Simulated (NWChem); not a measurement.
All runs are NWChem calculations. System: CH$_{5}$Al, charge 0, spin multiplicity 1, at a geometry optimised with PBE/def2-SVP. The structure started from a generated list of species. Level: RHF/6-31G* (spherical d).

Input file:

```
start mol
memory heap 200 mb stack 900 mb global 1100 mb
geometry units angstroms nocenter noautoz noautosym
  Al     0.010838    -0.350084    -0.629615
  H     -1.340130    -0.494073    -1.484584
  H      1.369569    -0.963636    -1.224321
  C     -0.013329     0.594888     1.094378
  H     -0.068141     1.693250     0.918911
  H      0.888450     0.408786     1.712395
  H     -0.910663     0.337444     1.696328
end
basis spherical
  * library 6-31g*
end
scf
  rhf
  nopen 0
  maxiter 100
  thresh 1e-7
  semidirect memsize 60000000 filesize 0
end
task scf energy
```

Output (cleaned and shortened):

```
             Northwest Computational Chemistry Package (NWChem) 7.3.0
             --------------------------------------------------------

                                NWChem Input Module
                                -------------------

 Scaling coordinates for geometry "geometry" by  1.889725989
 (inverse scale =  0.529177249)

                             Geometry "geometry" -> ""
                             -------------------------

 Output coordinates in angstroms (scale by  1.889725989 to convert to a.u.)

  No.       Tag          Charge          X              Y              Z
 ---- ---------------- ---------- -------------- -------------- --------------
    1 Al                  13.0000     0.01083800    -0.35008400    -0.62961500
    2 H                    1.0000    -1.34013000    -0.49407300    -1.48458400
    3 H                    1.0000     1.36956900    -0.96363600    -1.22432100
    4 C                    6.0000    -0.01332900     0.59488800     1.09437800
    5 H                    1.0000    -0.06814100     1.69325000     0.91891100
    6 H                    1.0000     0.88845000     0.40878600     1.71239500
    7 H                    1.0000    -0.91066300     0.33744400     1.69632800

 Effective nuclear repulsion energy (a.u.)      50.1084298698

            Nuclear Dipole moment (a.u.)
            ----------------------------
        X                 Y               Z
 ---------------- ---------------- ----------------
     0.0000094486     0.0000132281     0.0000037795


 Summary of "ao basis" -> "" (spherical)
 ------------------------------------------------------------------------------
       Tag                 Description            Shells   Functions and Types
 ---------------- ------------------------------  ------  ---------------------
 *                           6-31g*                   on all atoms

 Summary of "ao basis" -> "ao basis" (spherical)
 ------------------------------------------------------------------------------
       Tag                 Description            Shells   Functions and Types
 ---------------- ------------------------------  ------  ---------------------
 Al                          6-31g*                  8       18   4s3p1d
 H                           6-31g*                  2        2   2s
 C                           6-31g*                  6       14   3s2p1d

                                 NWChem SCF Module
                                 -----------------

  ao basis        = "ao basis"
  functions       =    42
  atoms           =     7
  closed shells   =    12
  open shells     =     0
  charge          =   0.00
  wavefunction    = RHF
  use symmetry    = F
  symmetry adapt  = F

 Summary of "ao basis" -> "ao basis" (spherical)
 ------------------------------------------------------------------------------
       Tag                 Description            Shells   Functions and Types
 ---------------- ------------------------------  ------  ---------------------
 Al                          6-31g*                  8       18   4s3p1d
 H                           6-31g*                  2        2   2s
 C                           6-31g*                  6       14   3s2p1d

 Forming initial guess at       0.1s

      Superposition of Atomic Density Guess
      -------------------------------------

 Sum of atomic energies:        -282.01006755

      Non-variational initial energy
      ------------------------------

 Total energy =    -282.648989
 1-e energy   =    -488.705216
 2-e energy   =     155.947797
 HOMO         =      -0.337476
 LUMO         =      -0.006718

 Starting SCF solution at       0.5s

 ----------------------------------------------
         Quadratically convergent ROHF

 Convergence threshold     :          1.000E-07
 Maximum no. of iterations :          100
 Final Fock-matrix accuracy:          1.000E-09
 ----------------------------------------------

              iter       energy          gnorm     gmax       time
             ----- ------------------- --------- --------- --------
                 1     -282.6343148499  5.18D-01  2.31D-01      0.6
                 2     -282.6578602427  1.71D-01  5.33D-02      0.6
                 3     -282.6607728926  4.25D-03  1.40D-03      0.6
                 4     -282.6607759023  6.12D-06  2.66D-06      0.7
                 5     -282.6607759023  6.09D-09  1.74D-09      0.7

       Final RHF  results
       ------------------

         Total SCF energy =   -282.660775902315
      One-electron energy =   -490.615647109365
      Two-electron energy =    157.846441337273
 Nuclear repulsion energy =     50.108429869777

        Time for solution =      0.2s

             Final eigenvalues
             -----------------

              1
    1  -58.4534
    2  -11.1966
    3   -4.8804
    4   -3.1958
    5   -3.1920
    6   -3.1916
    7   -0.9121
    8   -0.5452
    9   -0.5378
   10   -0.5326
   11   -0.4171
   12   -0.4067
   13    0.0497
   14    0.1329
   15    0.1681
   16    0.1845
   17    0.2647
   18    0.2777
   19    0.2889
   20    0.3419
   21    0.3698
   22    0.4045

                       ROHF Final Molecular Orbital Analysis
                       -------------------------------------

 Vector   10  Occ=2.000000D+00  E=-5.326215D-01
              MO Center= -1.4D-01,  8.6D-01,  1.1D+00, r^2= 1.4D+00
   Bfn.  Coefficient  Atom+Function         Bfn.  Coefficient  Atom+Function
  ----- ------------  ---------------      ----- ------------  ---------------
    26      0.356737  4 C  py                37      0.262365  5 H  s
    38      0.229906  5 H  s                 30      0.211323  4 C  py
    27     -0.192157  4 C  pz                41     -0.178588  7 H  s
    42     -0.153720  7 H  s

 Vector   11  Occ=2.000000D+00  E=-4.170852D-01
              MO Center=  8.0D-03, -6.2D-01, -1.1D+00, r^2= 2.8D+00
   Bfn.  Coefficient  Atom+Function         Bfn.  Coefficient  Atom+Function
  ----- ------------  ---------------      ----- ------------  ---------------
     7      0.331714  1 Al px                20     -0.309052  2 H  s
    22      0.306768  3 H  s                 19     -0.226547  2 H  s
    21      0.225039  3 H  s

 Vector   12  Occ=2.000000D+00  E=-4.067071D-01
              MO Center=  1.9D-03,  1.2D-01,  2.3D-01, r^2= 2.8D+00
   Bfn.  Coefficient  Atom+Function         Bfn.  Coefficient  Atom+Function
  ----- ------------  ---------------      ----- ------------  ---------------
    27      0.341910  4 C  pz                 9     -0.294393  1 Al pz
    31      0.245379  4 C  pz                26      0.205646  4 C  py
    22      0.162650  3 H  s                 20      0.159685  2 H  s
     8     -0.156246  1 Al py                30      0.154709  4 C  py

 Vector   13  Occ=0.000000D+00  E= 4.973050D-02
              MO Center=  1.3D-02, -4.4D-01, -7.0D-01, r^2= 5.2D+00
   Bfn.  Coefficient  Atom+Function         Bfn.  Coefficient  Atom+Function
  ----- ------------  ---------------      ----- ------------  ---------------
    12      0.736463  1 Al py                13     -0.386950  1 Al pz
     8      0.240596  1 Al py                38     -0.178291  5 H  s
    11      0.165052  1 Al px

 Vector   14  Occ=0.000000D+00  E= 1.328509D-01
              MO Center=  2.3D-02, -7.4D-02, -1.4D-01, r^2= 6.7D+00
   Bfn.  Coefficient  Atom+Function         Bfn.  Coefficient  Atom+Function
  ----- ------------  ---------------      ----- ------------  ---------------
    13      1.077600  1 Al pz                10      1.070337  1 Al s
    28     -1.026389  4 C  s                 12      0.591318  1 Al py
    31      0.241140  4 C  pz                 6     -0.164958  1 Al s

 Vector   15  Occ=0.000000D+00  E= 1.681147D-01
              MO Center=  5.5D-02, -8.8D-01, -1.7D+00, r^2= 5.1D+00
   Bfn.  Coefficient  Atom+Function         Bfn.  Coefficient  Atom+Function
  ----- ------------  ---------------      ----- ------------  ---------------
    10      1.731612  1 Al s                 22     -0.857405  3 H  s
    13     -0.813847  1 Al pz                20     -0.811087  2 H  s
     6     -0.416302  1 Al s                 12     -0.411725  1 Al py
    28     -0.332482  4 C  s                 38      0.272894  5 H  s
    42      0.150806  7 H  s

 center of mass
 --------------
 x =   0.00305160 y =  -0.05656626 z =  -0.09547440

 moments of inertia (a.u.)
 ------------------
         168.776948596148           3.278751413029           0.453780836549
           3.278751413029         145.468310403526         -65.963971700713
           0.453780836549         -65.963971700713          61.458896031643

  Mulliken analysis of the total density
  --------------------------------------

    Atom       Charge   Shell Charges
 -----------   ------   -------------------------------------------------------
    1 Al  13    12.32   2.00  2.00  5.98  0.78  1.10  0.17  0.14  0.15
    2 H    1     1.19   0.47  0.72
    3 H    1     1.19   0.47  0.72
    4 C    6     6.83   2.00  0.63  2.02  0.75  1.40  0.03
    5 H    1     0.83   0.50  0.32
    6 H    1     0.82   0.51  0.31
    7 H    1     0.82   0.51  0.32

       Multipole analysis of the density wrt the origin
       ------------------------------------------------

     L   x y z        total         open         nuclear
     -   - - -        -----         ----         -------
     0   0 0 0     -0.000000      0.000000     24.000000

     1   1 0 0     -0.003008      0.000000      0.000009
     1   0 1 0      0.105856      0.000000      0.000013
     1   0 0 1      0.207272      0.000000      0.000004

     2   2 0 0    -18.535955      0.000000     18.917907
     2   1 1 0      0.899043      0.000000     -2.906974
     2   1 0 1     -0.477296      0.000000      0.180308
     2   0 2 0    -14.752735      0.000000     28.702027
     2   0 1 1     -2.193573      0.000000     41.114690
     2   0 0 2    -17.795162      0.000000     81.050837

 Task  times  cpu:        0.7s     wall:        0.7s

 Total times  cpu:        0.8s     wall:        0.8s
```
